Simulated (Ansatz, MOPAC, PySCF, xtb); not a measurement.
Pair of molecules: H2O (SMILES O) (first 3 atoms) with SiH4 (SMILES [SiH4]); geometry from B3LYP-D3(BJ)/def2-TZVP, rigid monomers moved along the line of their centres of mass till O1···Si4 is 2.82 Å.
(charge 0, multiplicity 1):
```xyz
8

O      0.465     0.312     0.348
H      0.073    -0.470    -0.056
H     -0.118     1.042     0.110
Si    -0.140    -0.065     3.075
H     -0.529    -1.280     2.325
H     -0.503    -0.270     4.501
H     -0.896     1.105     2.575
H      1.314     0.168     2.981
```

Monomers are frozen at their geometry in the pair; levels with a basis set take the counterpoise correction. Rows marked so take none.

Cores are frozen in the correlated methods. CBS(a, b) extrapolates the correlation energy as X⁻³ and adds the Hartree–Fock energy of set b. Rows in 3-21G, 6-31G* carry no dispersion term and start afresh at each structure (6-31G* with six Cartesian d functions). The state reached by AM1, PM6 isn't checked.

Programs: Ansatz (a first-principles code); MOPAC for AM1, PM6 (differences of heats of formation); PySCF for 3-21G rows, 6-31G* rows, the dispersion terms; xtb for the GFN methods. Values without a source in brackets are computed.

```json
[
 {"level": "GFN-FF", "interaction energy (kcal/mol)": "1.41"},
 {"level": "AM1", "interaction energy (kcal/mol)": "2.64"},
 {"level": "PM6", "interaction energy (kcal/mol)": "0.02"},
 {"level": "HF/3-21G (no counterpoise)", "interaction energy (kcal/mol)": "-5.75"},
 {"level": "PBE-D4/def2-TZVPPD", "interaction energy (kcal/mol)": "-0.86"},
 {"level": "B3LYP/3-21G (no counterpoise)", "interaction energy (kcal/mol)": "-9.22"},
 {"level": "M06-2X/6-31G* (no counterpoise)", "interaction energy (kcal/mol)": "(withheld)"},
 {"level": "wB97X-V/def2-TZVPPD", "interaction energy (kcal/mol)": "-0.78"},
 {"level": "CCSD(T)/CBS(aug-cc-pV(D+d)Z, aug-cc-pV(T+d)Z)", "interaction energy (kcal/mol)": "-0.78"}
]
```

### Question
Complete the blanks.

### Answer

- M06-2X/6-31G* (no counterpoise), interaction energy (kcal/mol): -4.15
